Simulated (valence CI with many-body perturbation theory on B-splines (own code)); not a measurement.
Energy levels of Nb XXXVI

Calculated by valence CI with perturbative core correlation (CI+MBPT): four valence electrons over a frozen Dirac-Fock core [He], a basis of 11 s, 11 p, 10 d, 8 f, 5 g, 2 h functions for each j, with the one-electron correlation potential Σ1, the two-electron term Σ2, the three-electron term Σ3, Breit, model QED; selected CI, second order for the rest, scaled by the run's own slope (own B-spline code, finite nucleus).

The last digits are not significant, and no measured levels were compared; by estimate large intervals hold to a few tenths of a per cent, small ones and those within an open d or f shell to about a per cent. Among the levels kept, up to 990 cm⁻¹ of a level comes from second order outside the variational space, and about a tenth of that is noise between levels of different J, which matters for small intervals.

Levels 181 to 200 of 200, with energies above the lowest level, (2s^2 2p1/2^2) J=0. "Leading %" is the weight of the configuration and term that name the level; weights of strongly mixed levels are sums over their largest components and can fall short. In the jj column 3d3/2^4 stands for four electrons in 3d with j = 3/2.

| No. | Configuration | Term | J | E (Ry) | Leading % | g | Leading jj | Second component |
| --- | --- | --- | --- | --- | --- | --- | --- | --- |
| 181 | 2p3 3d | 3D° | 3 | 236.29 | 38 | 1.165 | 2p1/2^2 2p3/2 3d5/2 (78 %) | 20 % 2p3 3d 1F° |
| 182 | 2p3 3s | 3P° | 1 | 236.30 | 40 | 1.176 | 2p1/2 2p3/2^2 3s (57 %) | 18 % 2p3 3s 1P° |
| 183 | 2s 2p2 3d | 1D | 2 | 236.41 | 57 | 1.091 | 2s 2p3/2^2 3d5/2 (70 %) | 18 % 2s 2p2 3d 3P |
| 184 | 2p3 3s | 3P° | 1 | 236.74 | 25 | 1.066 | 2p1/2^2 2p3/2 3d5/2 (54 %) | 24 % 2p3 3d 3D° |
| 185 | 2p3 3p | 3F | 3 | 236.98 | 42 | 1.116 | 2p1/2 2p3/2^2 3p1/2 (94 %) | 26 % 2p3 3p 1F |
| 186 | 2p3 3p | 5P | 3 | 237.96 | 46 | 1.348 | 2p1/2 2p3/2^2 3p3/2 (95 %) | 24 % 2p3 3p 3F |
| 187 | 2p3 3p | 3P | 2 | 237.98 | 37 | 1.387 | 2p1/2 2p3/2^2 3p3/2 (96 %) | 31 % 2p3 3p 3D |
| 188 | 2p3 3p | 3P | 0 | 238.09 | 96 |  | 2p1/2 2p3/2^2 3p3/2 (94 %) |  |
| 189 | 2p3 3p | 3P | 2 | 238.24 | 60 | 1.342 | 2p1/2 2p3/2^2 3p1/2 (94 %) | 20 % 2p3 3p 1D |
| 190 | 2p3 3p | 3D | 1 | 238.43 | 47 | 0.865 | 2p1/2 2p3/2^2 3p3/2 (62 %) | 30 % 2p3 3p 1P |
| 191 | 2p3 3p | 3D | 3 | 239.05 | 65 | 1.216 | 2p1/2 2p3/2^2 3p3/2 (98 %) | 29 % 2p3 3p 1F |
| 192 | 2p3 3p | 3F | 4 | 239.11 | 98 | 1.242 | 2p1/2 2p3/2^2 3p3/2 (98 %) |  |
| 193 | 2p3 3p | 3D | 1 | 239.28 | 55 | 0.803 | 2p1/2 2p3/2^2 3p1/2 (60 %) | 29 % 2p3 3p 1P |
| 194 | 2p3 3p | 3P | 1 | 240.06 | 71 | 1.402 | 2p1/2 2p3/2^2 3p3/2 (95 %) | 20 % 2p3 3p 1P |
| 195 | 2p3 3p | 3P | 0 | 240.62 | 64 |  | 2p1/2 2p3/2^2 3p1/2 (95 %) | 34 % 2p3 3p 1S |
| 196 | 2p3 3p | 1D | 2 | 240.72 | 53 | 1.152 | 2p1/2 2p3/2^2 3p3/2 (97 %) | 28 % 2p3 3p 3P |
| 197 | 2p3 3d | 3D° | 1 | 240.93 | 51 | 0.921 | 2p1/2 2p3/2^2 3d3/2 (93 %) | 33 % 2p3 3d 5D° |
| 198 | 2p3 3d | 3F° | 2 | 240.98 | 42 | 1.059 | 2p1/2 2p3/2^2 3d3/2 (94 %) | 32 % 2p3 3d 5D° |
| 199 | 2p3 3d | 5D° | 0 | 241.06 | 42 |  | 2p1/2 2p3/2^2 3d3/2 (90 %) | 39 % 2p3 3d 1S° |
| 200 | 2p3 3d | 3F° | 3 | 241.24 | 39 | 1.161 | 2p1/2 2p3/2^2 3d3/2 (70 %) | 34 % 2p3 3d 5D° |
